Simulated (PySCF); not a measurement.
Can point charges reproduce the dipole moment of `C=Cc1cnn([SiH](C)C)c1`?

Coordinates (GFN2-xTB, Å) and charges (e) from the PBE0/pcSseg-1 density (PySCF):

```
atom       x       y       z  Mulliken      IAO  Hirshfeld  ESP-fitted
  C1   4.051   0.600   0.714   -0.1251  -0.3278    -0.1126     -0.4461
  C2   3.385  -0.265  -0.041   -0.1031  -0.1356    -0.0488     -0.1421
  C3   1.948  -0.328  -0.170   -0.4430  -0.0914    -0.0497     +0.0107
  C4   1.218  -1.241  -0.968   +0.2223  -0.0687    -0.0251     +0.0411
  N5  -0.073  -1.039  -0.868   -0.2524  -0.2585    -0.1422     -0.4777
  N6  -0.235  -0.008  -0.020   -0.5399  -0.2254    -0.0552     +0.2122
 Si7  -1.893   0.505   0.318   +0.9471  +1.0531    +0.4323     +0.6879
  C8  -2.793  -0.979   1.080   -0.6258  -0.7279    -0.2131     -0.5928
  C9  -2.665   1.024  -1.334   -0.6259  -0.7279    -0.2133     -0.5836
 C10   0.960   0.440   0.416   +0.3076  -0.0959    -0.0166     -0.2643
 H11   3.547   1.345   1.305   +0.1106  +0.1400    +0.0412     +0.1990
 H12   5.126   0.593   0.766   +0.1152  +0.1522    +0.0444     +0.1790
 H13   3.923  -1.002  -0.624   +0.0831  +0.1490    +0.0487     +0.1508
 H14   1.602  -2.022  -1.596   +0.0782  +0.1617    +0.0579     +0.1404
 H15  -1.728   1.626   1.254   -0.1055  -0.1384    -0.0792     -0.1652
 H16  -3.845  -0.763   1.238   +0.1345  +0.1564    +0.0435     +0.1524
 H17  -2.722  -1.840   0.422   +0.1573  +0.1717    +0.0471     +0.1504
 H18  -2.365  -1.262   2.038   +0.1434  +0.1614    +0.0453     +0.1373
 H19  -2.164   1.889  -1.758   +0.1434  +0.1613    +0.0453     +0.1342
 H20  -2.590   0.214  -2.055   +0.1572  +0.1716    +0.0469     +0.1487
 H21  -3.715   1.272  -1.217   +0.1344  +0.1563    +0.0434     +0.1505
 H22   1.017   1.262   1.100   +0.0865  +0.1629    +0.0602     +0.1772
```

Task: Form Σ q r in debye for every column and set it beside the full dipole.

Result: The full density gives (-1.08, 1.08, 0.84) D, 1.74 D in size; dipole vectors point from the negative to the positive end.

| scheme | μx | μy | μz | size (D) | share of the full size (%) | angle to the full dipole (°) |
| --- | --- | --- | --- | --- | --- | --- |
| Mulliken | -0.87 | 2.35 | 1.91 | 3.15 | 181 | 22 |
| IAO | -1.87 | 1.76 | 1.37 | 2.91 | 167 | 2 |
| Hirshfeld | -1.56 | 0.86 | 0.64 | 1.89 | 108 | 17 |
| ESP-fitted | -1.09 | 1.10 | 0.85 | 1.76 | 101 | 0 |

Task: Which set comes closest?

Result: Length of the difference vector: ESP-fitted 0.02 D, Hirshfeld 0.56 D, IAO 1.17 D, Mulliken 1.68 D. Closest: ESP-fitted. ESP charges are fitted to the potential around the molecule, whose slowest-falling term is the dipole's. The schemes that divide the density aren't constrained to reproduce the dipole.

Task: What is left for the Hirshfeld atoms' own dipoles?

Result: The shares of the density sum to the whole, so what Σ q r misses lies in dipoles about the nuclei. The atomic dipoles sum to (-1.08, 1.08, 0.84) − (-1.56, 0.86, 0.64) = (0.48, 0.22, 0.20) D, 0.56 D in size.

Task: With the origin at the mean of the coordinates, (0.000, 0.001, 0.000) Å, which are the largest single terms, by size, of the Mulliken dipole along the direction of the full one?

Result: Si7 +7.47, C8 -4.96, C9 -4.94, C3 +3.18, C4 -2.13 D; all 22 atoms together +2.92 D. The single terms depend on the origin, their sum doesn't.

Task: Give the size of the full dipole in other units.

Result: 1.74 D = 0.685 au = 0.363 e·Å = 5.81 × 10⁻³⁰ C·m.

Isolated species at its GFN2-xTB geometry (one conformer only).

These values come from a run that also computed NMR shieldings. Hardware: an Arm Neoverse V1 with one thread, shared host. Cost: 49 s, 1.1 GiB resident at most.

Shape of the structure used: `[CH2:1]=[CH:2][c:3]1[cH:4][n:5][n:6]([SiH:7]([CH3:8])[CH3:9])[cH:10]1`: C1–C2–C3–C4 180°, N5–N6–Si7–C8 60°.
